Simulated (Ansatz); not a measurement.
A structure relaxed at PBE0-D4/def2-TZVP, charge 0, multiplicity 1:

Cartesian coordinates in Å:
```
B -0.224 -1.504 -0.597
C -0.043 -0.126 0.075
C -0.286 -0.066 1.401
Al 0.502 1.519 -0.822
H -0.564 -2.444 0.070
H -0.036 -1.672 -1.769
H -0.594 -0.947 1.968
H -0.192 0.852 1.985
H 0.625 2.832 0.067
H 0.812 1.555 -2.378
```

**Question.** Give its formula and SMILES.

**Answer.** C2H6AlB, `B[C](=C)[AlH2]`.

**Question.** Point group (tolerance 0.08 Å, 0.16 Å for H)?

**Answer.** Cs.

**Question.** Summarise the bond lengths by kind.

**Answer.** 1 × B–C 1.544 Å; 2 × B–H 1.199 to 1.202 Å; 1 × C–C 1.350 Å; 1 × Al–C 1.951 Å; 2 × C–H 1.091 to 1.092 Å; 2 × Al–H 1.586 to 1.591 Å.

Computed with Ansatz.
